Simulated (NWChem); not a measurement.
System: MgNH3S; SMILES [Mg]([SH])[NH2]

```xyz
6

Mg     0.0283    -0.5597    -0.0035
N      0.0091    -2.4561     0.0021
H     -0.0096    -3.0684    -0.8192
H      0.0107    -3.0626     0.8277
S      0.0564     1.7633     0.0004
H     -1.3066     1.8280     0.0121
```
Atoms are numbered in this order, from 1.

All runs: NWChem. Geometry: optimised at PBE-D3(BJ)/def2-SVP. Total energies compare along this basis series because the functional is fixed.

```json
[
 {"level": "Hartree-Fock/pcseg-1", "basis functions": "57", "energy (Ha)": "-653.3207", "highest occupied level (eV)": "-9.73", "orbital gap (eV)": "10.70", "dipole (D)": "2.34"},
 {"level": "Hartree-Fock/aug-pcseg-1", "basis functions": "91", "energy (Ha)": "-653.3374", "highest occupied level (eV)": "-9.74", "orbital gap (eV)": "10.00", "dipole (D)": "1.94"},
 {"level": "Hartree-Fock/pcseg-2", "basis functions": "125", "energy (Ha)": "-653.4301", "highest occupied level (eV)": "-9.69", "orbital gap (eV)": "10.72", "dipole (D)": "2.20"},
 {"level": "Hartree-Fock/STO-3G", "basis functions": "26", "energy (Ha)": "-645.8083", "highest occupied level (eV)": "-5.44", "orbital gap (eV)": "15.00", "dipole (D)": "1.64"},
 {"level": "Hartree-Fock/def2-SVP", "basis functions": "65", "energy (Ha)": "-653.1599", "highest occupied level (eV)": "-9.60", "orbital gap (eV)": "10.65", "dipole (D)": "2.12"}
]
```
